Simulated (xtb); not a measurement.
IIn, charge +1, doublet, from a rough starting geometry (GFN-xTB shapes and energies of metal compounds can be far from the true ones) (a state made from the parent by changing its charge; the spin is typed, not shown lowest); xtb 6.7.1 with GFN2-xTB.

xtb was given this input:
```
$ xtb mol.xyz --gfn 2 --chrg 1 --uhf 1 --opt vtight --json

# file mol.xyz
2

In    -0.94621654    -0.69500556    -0.77230934
I      0.98174628     0.65636342     0.77552477
```

What the program printed (banner, timings and long lists left out):

```
   ID    Z sym.   atoms
    1   49 In     1
    2   53 I      2

           -------------------------------------------------
          |                Calculation Setup                |
           -------------------------------------------------

           -------------------------------------------------
          |                 G F N 2 - x T B                 |
           -------------------------------------------------

          ...................................................
          :                      SETUP                      :
          :.................................................:
          :  # basis functions                  20          :
          :  # atomic orbitals                  18          :
          :  # shells                            6          :
          :  # electrons                         9          :
          :  max. iterations                   250          :
          :  Hamiltonian                  GFN2-xTB          :
          :  restarted?                      false          :
          :  GBSA solvation                  false          :
          :  PC potential                    false          :
          :  electronic temp.          300.0000000     K    :
          :  accuracy                    1.0000000          :
          :  -> integral cutoff          0.2500000E+02      :
          :  -> integral neglect         0.1000000E-07      :
          :  -> SCF convergence          0.1000000E-05 Eh   :
          :  -> wf. convergence          0.1000000E-03 e    :
          :  Broyden damping             0.4000000          :
          :  net charge                          1          :
          :  unpaired electrons                  1          :
          ...................................................

 iter      E             dE          RMSdq      gap      omega  full diag
   1     -4.6179594 -0.461796E+01  0.251E+01    6.89       0.0  T
   2     -4.6256789 -0.771957E-02  0.822E+00    7.06       1.0  T
   3     -4.6229225  0.275647E-02  0.124E+01    6.50       1.0  T
   4     -4.6243567 -0.143426E-02  0.108E+01    6.53       1.0  T
   5     -4.6237078  0.648958E-03  0.101E+01    6.28       1.0  T
   6     -4.6280538 -0.434599E-02  0.220E+00    6.40       1.0  T
   7     -4.6281253 -0.715565E-04  0.116E+00    6.45       1.0  T
   8     -4.6281488 -0.234605E-04  0.140E+00    6.44       1.0  T
   9     -4.6281524 -0.361592E-05  0.118E+00    6.42       1.0  T
  10     -4.6282161 -0.637372E-04  0.779E-02    6.44       1.0  T
  11     -4.6282163 -0.165308E-06  0.562E-03    6.44      12.6  T
  12     -4.6282163  0.622782E-08  0.110E-02    6.44       6.4  T
  13     -4.6282163 -0.459859E-08  0.629E-03    6.44      11.2  T
  14     -4.6282163 -0.227902E-08  0.614E-04    6.44     115.1  T
  15     -4.6282163 -0.141469E-10  0.188E-04    6.44     375.8  T

   *** convergence criteria satisfied after 15 iterations ***

         :::::::::::::::::::::::::::::::::::::::::::::::::::::
         ::                     SUMMARY                     ::
         :::::::::::::::::::::::::::::::::::::::::::::::::::::
         :: total energy              -4.625508391984 Eh    ::
         :: gradient norm              0.025453766381 Eh/a0 ::
         :: HOMO-LUMO gap              6.438520401568 eV    ::
         ::.................................................::
         :: SCC energy                -4.628216287563 Eh    ::
         :: -> isotropic ES            0.113893281155 Eh    ::
         :: -> anisotropic ES          0.002218997565 Eh    ::
         :: -> anisotropic XC         -0.000330442186 Eh    ::
         :: -> dispersion             -0.001026604977 Eh    ::
         :: repulsion energy           0.002707895579 Eh    ::
         :: add. restraining           0.000000000000 Eh    ::
         :: total charge               1.000000000058 e     ::
         :::::::::::::::::::::::::::::::::::::::::::::::::::::

      -----------------------------------------------------------
     |                   =====================                   |
     |                        A N C O P T                        |
     |                   =====================                   |
     |               Approximate Normal Coordinate               |
     |                Rational Function Optimizer                |
      -----------------------------------------------------------
      -----------------------------------------------------------
     |                   =====================                   |
     |                        A N C O P T                        |
     |                   =====================                   |
     |               Approximate Normal Coordinate               |
     |                Rational Function Optimizer                |
      -----------------------------------------------------------

          ...................................................
          :                      SETUP                      :
          :.................................................:
          :   optimization level         verytight          :
          :   max. optcycles                   200          :
          :   ANC micro-cycles                  20          :
          :   degrees of freedom                 1          :
          :.................................................:
          :   RF solver                   davidson          :
          :   write xtbopt.log                true          :
          :   linear (good luck)              true          :
          :   energy convergence         0.1000000E-06 Eh   :
          :   grad. convergence          0.2000000E-03 Eh/α :
          :   maxmium RF displ.          1.0000000          :
          :   Hlow (freq-cutoff)         0.1000000E-01      :
          :   Hmax (freq-cutoff)         5.0000000          :
          :   S6 in model hess.         20.0000000          :
          ...................................................

[...]
 * total energy  :    -4.6255084 Eh     change       -0.2349232E-11 Eh
 * total energy  :    -4.6317113 Eh     change       -0.6202955E-02 Eh
 * total energy  :    -4.6317932 Eh     change       -0.8188775E-04 Eh
 * total energy  :    -4.6318018 Eh     change       -0.8608594E-05 Eh
 * total energy  :    -4.6318081 Eh     change       -0.6247720E-05 Eh
 * total energy  :    -4.6318081 Eh     change       -0.5876161E-08 Eh
   *** GEOMETRY OPTIMIZATION CONVERGED AFTER 6 ITERATIONS ***
[...]
          :  # atomic orbitals                  18          :
          :  # shells                            6          :
          :  # electrons                         9          :
          :  max. iterations                   250          :
          :  Hamiltonian                  GFN2-xTB          :
          :  restarted?                      false          :
          :  GBSA solvation                  false          :
          :  PC potential                    false          :
          :  electronic temp.          300.0000000     K    :
          :  accuracy                    1.0000000          :
          :  -> integral cutoff          0.2500000E+02      :
          :  -> integral neglect         0.1000000E-07      :
          :  -> SCF convergence          0.1000000E-05 Eh   :
          :  -> wf. convergence          0.1000000E-03 e    :
          :  Broyden damping             0.4000000          :
          :  net charge                          1          :
          :  unpaired electrons                  1          :
          ...................................................

 iter      E             dE          RMSdq      gap      omega  full diag
   1     -4.6319182 -0.463192E+01  0.131E-05    6.00       0.0  T
   2     -4.6319182  0.426326E-13  0.160E-05    6.00    4410.3  T
   3     -4.6319182  0.621725E-14  0.244E-06    6.00   28998.7  T

   *** convergence criteria satisfied after 3 iterations ***

         :::::::::::::::::::::::::::::::::::::::::::::::::::::
         ::                     SUMMARY                     ::
         :::::::::::::::::::::::::::::::::::::::::::::::::::::
         :: total energy              -4.631808096871 Eh    ::
         :: gradient norm              0.000000340200 Eh/a0 ::
         :: HOMO-LUMO gap              5.997377968898 eV    ::
         ::.................................................::
         :: SCC energy                -4.631918181894 Eh    ::
         :: -> isotropic ES            0.108462717469 Eh    ::
         :: -> anisotropic ES          0.000420482330 Eh    ::
         :: -> anisotropic XC         -0.000183428247 Eh    ::
         :: -> dispersion             -0.001035360348 Eh    ::
         :: repulsion energy           0.000110085023 Eh    ::
         :: add. restraining           0.000000000000 Eh    ::
         :: total charge               1.000000000318 e     ::
         :::::::::::::::::::::::::::::::::::::::::::::::::::::

           -------------------------------------------------
          |                Property Printout                |
           -------------------------------------------------

    * Orbital Energies and Occupations

         #    Occupation            Energy/Eh            Energy/eV
      -------------------------------------------------------------
         1        2.0000           -0.9558548             -26.0101
         2        2.0000           -0.7665833             -20.8598
         3        1.7693           -0.6373831             -17.3441
         4        1.6154           -0.6366854             -17.3251
         5        1.6154           -0.6366854             -17.3251 (HOMO)
         6                         -0.4162858             -11.3277 (LUMO)
         7                         -0.4162858             -11.3277
         8                         -0.3828535             -10.4180
         9                         -0.2634577              -7.1690
        10                         -0.2634577              -7.1690
        11                         -0.2415157              -6.5720
        12                         -0.2415157              -6.5720
        13                         -0.2136467              -5.8136
        14                         -0.2136467              -5.8136
        15                         -0.1733889              -4.7182
        16                         -0.1648982              -4.4871
       ...                                ...                  ...
        18                          0.1848999               5.0314
      -------------------------------------------------------------
                  HL-Gap            0.2203996 Eh            5.9974 eV
             Fermi-level           -0.5813623 Eh          -15.8197 eV

     #   Z          covCN         q      C6AA      α(0)
     1  49 In       0.632     0.795   506.418    59.057
     2  53 I        0.632     0.205   354.902    32.530

 Mol. C6AA /au·bohr⁶  :       1656.811576
 Mol. C8AA /au·bohr⁸  :     200193.613947
 Mol. α(0) /au        :         91.586587

Wiberg/Mayer (AO) data.
largest (>0.10) Wiberg bond orders for each atom

 ---------------------------------------------------------------------------
     #   Z sym  total        # sym  WBO       # sym  WBO       # sym  WBO
 ---------------------------------------------------------------------------
     1  49 In   0.349 --     2 I    0.349
     2  53 I    0.349 --     1 In   0.349
 ---------------------------------------------------------------------------

Topologies differ in total number of bonds
Writing topology from bond orders to xtbtopo.mol

molecular dipole:
                 x           y           z       tot (Debye)
 q only:       -1.211      -0.909      -0.997
   full:       -1.532      -1.134      -1.254       5.798
molecular quadrupole (traceless):
                xx          xy          yy          xz          yz          zz
 q only:        1.806       4.689      -1.360       5.289       3.797      -0.446
  q+dip:        1.655       4.398      -1.238       4.934       3.571      -0.417
   full:        1.270       3.462      -0.943       3.862       2.820      -0.327

optimized geometry written to: xtbopt.xyz

           -------------------------------------------------
          | TOTAL ENERGY               -4.631808096871 Eh   |
          | GRADIENT NORM               0.000000340200 Eh/α |
          | HOMO-LUMO GAP               5.997377968898 eV   |
           -------------------------------------------------
```
